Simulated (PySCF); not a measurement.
Q: Give a PBE0-D3(BJ)/def2-SVP geometry of `CCC[SiH2][SiH2][SiH2][SiH3]`.

A: 
```
atom  x, y, z in Å
C1    -4.4669   -0.8443    0.3971
C2    -3.0867   -0.3747    0.8320
C3    -2.0515   -0.4271   -0.2911
Si4   -0.3142    0.1154    0.2192
Si5    1.2075    0.0154   -1.5637
Si6    3.2939    0.8077   -0.8442
Si7    3.9745   -0.4632    1.0064
H8    -4.4378   -1.8853    0.0363
H9    -4.8588   -0.2219   -0.4233
H10   -5.1900   -0.7979    1.2259
H11   -2.7397   -0.9882    1.6819
H12   -3.1543    0.6569    1.2195
H13   -2.3705    0.2090   -1.1362
H14   -1.9784   -1.4515   -0.6986
H15    0.2027   -0.7650    1.3174
H16   -0.3374    1.5180    0.7479
H17    1.3648   -1.4070   -2.0118
H18    0.7085    0.8144   -2.7296
H19    3.1650    2.2428   -0.4337
H20    4.3187    0.7182   -1.9330
H21    4.0464   -1.9084    0.6265
H22    2.9755   -0.3107    2.1091
H23    5.3150   -0.0293    1.5082
```

Orientation and origin are arbitrary. Atoms count from 1 in this order. Si7 (SiH3 silicon) is tetrahedral (angles from 108.5° to 111.6°). Si6 (SiH2 silicon) is tetrahedral (angles from 108.4° to 111.4°). Si4 (SiH2 silicon) is tetrahedral (angles from 107.2° to 112.3°). All 3 Si–Si bonds measure 2.345 to 2.346 Å.

Bonds between heavy atoms (Å): C1–C2 1.521, C2–C3 1.528, C3–Si4 1.890, Si4–Si5 2.346, Si5–Si6 2.345, Si6–Si7 2.346.

Level of theory: PBE0-D3(BJ)/def2-SVP geometry optimisation, gas phase (PySCF 2.14.0).

Point group: C1 (no symmetry element, even within 0.4 Å). PBE0-D3(BJ)/def2-SVP frequencies: not computed here. One conformer, not necessarily the lowest (C1–C2–C3–Si4 -179°, C2–C3–Si4–Si5 180°, C3–Si4–Si5–Si6 177°, Si4–Si5–Si6–Si7 57°).

Hardware: one thread, Arm Neoverse N1 (aarch64), shared host with 64 logical CPUs at a one-minute load of 58. Cost: 4.1 min wall, 0.90 GiB resident at most. That covers the optimisation of the geometry.
